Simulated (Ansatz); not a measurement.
`CC[Se][SiH3]` → `[SiH3]CC[SeH]`  (isomerisation)

Isolated molecules relaxed with PBE0-D4/def2-TZVP in Ansatz; ΔE leaves out vibrations. CBS: MP2 limit from def2 TZ/QZ plus the TZ coupled-cluster correction, frozen cores. For Se outer-core shells are correlated without core-valence functions, which leaves a few kJ/mol of doubt a bond. Scalar relativity is left out up to krypton. One conformer a species, not always the lowest.

| species | MP2/CBS(def2) energy (Eh) |
| --- | --- |
| `CC[Se][SiH3]` | -2770.64199 |
| `[SiH3]CC[SeH]` | -2770.61399 |

Question: Work out ΔE.

Answer: ΔE = (-2770.61399) − (-2770.64199) = 0.02800 Eh = +73.5 kJ/mol. CCSD(T)/CBS gives +69.4 kJ/mol.

Largest T1 diagnostic among the species: 0.010.
